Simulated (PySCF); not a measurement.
## Pb⁶²⁺ (lead, charge +62) across methods

[Ar] 3d2, high-spin 3F determinant. All numbers are calculated (PySCF 2.14, scalar relativity by spin-free X2C-1e, in an even-tempered Gaussian basis (17 s from 18 bohr⁻², ratio 2.5; 13 p from 23 bohr⁻², ratio 2.5; 7 d from 23 bohr⁻², ratio 2.5; 4 f from 81 bohr⁻², ratio 2.7; 3 g from 120 bohr⁻², ratio 2.7)).

| method | E (hartree) | mean ε 3p α (eV) | mean ε 3p β (eV) | mean ε 3d α (eV) | Σ⟨r²⟩ (bohr²) | ⟨S²⟩ |
| --- | --- | --- | --- | --- | --- | --- |
| r2SCAN | -16824.07 | -7190.3 | -7174.1 | -6631.6 | 0.3375 | 2.000 |
| PBE0 | -16823.70 | -7203.0 | -7185.1 | -6644.1 | 0.3375 | 2.000 |
| LDA | -16810.89 | -7179.0 | -7164.9 | -6620.2 | 0.3377 | 2.000 |
| revPBE | -16824.92 | -7181.5 | -7167.7 | -6623.7 | 0.3374 | 2.000 |
| UHF | -16821.50896 | -7265.8 | -7235.6 | -6704.4 | 0.3376 | 2.000 |
| PBEsol | -16818.34 | -7180.1 | -7166.1 | -6621.7 | 0.3375 | 2.000 |
| PBE | -16824.10 | -7181.4 | -7167.5 | -6623.6 | 0.3375 | 2.000 |

Spin-orbit coupling is strong in this species (close to jj coupling), so the high-spin LS determinant is a model state, not a physical level.
